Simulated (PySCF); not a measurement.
sulfur dioxide (O2S), singlet, at a GFN2-xTB geometry. Base run: PBE0/6-31G (PySCF).

PySCF was given this input:
```python
from pyscf import gto, scf, dft

mol = gto.Mole()
mol.atom = '''
    S     0.013936   -0.004006    0.377829
    O    -0.033217    1.222429   -0.364198
    O     0.005345   -1.214416   -0.391460
'''
mol.basis = '6-31g'
mol.charge = 0
mol.spin = 0
mol.verbose = 3
mol.build()

mf = dft.RKS(mol)
mf.xc = 'pbe0'
mf.kernel()
```

Each row names what was changed in the base input (with any setting that the change needs).

```csv
change,ΔE vs base (µEh),grid points,electrons on the grid
base,0.0,47048,32.00000
"grids.atom_grid = (30, 110)",612,7320,31.99928
"grids.atom_grid = (99, 590)",0.2,92120,32.00000
grids.level = 7,-0.3,258784,32.00000
grids.level = 1,105,16680,31.99982
"grids.atom_grid = (75, 302)",-0.3,41816,31.99999
grids.level = 5,-0.4,129008,32.00000
grids.prune = dft.gen_grid.treutler_prune,-0.2,43280,32.00000
"grids.atom_grid = (50, 194)",102,19168,31.99982
grids.prune = off,-0.2,80024,32.00000
grids.radi_method = gauss_chebyshev,-0.1,46288,32.00000
```
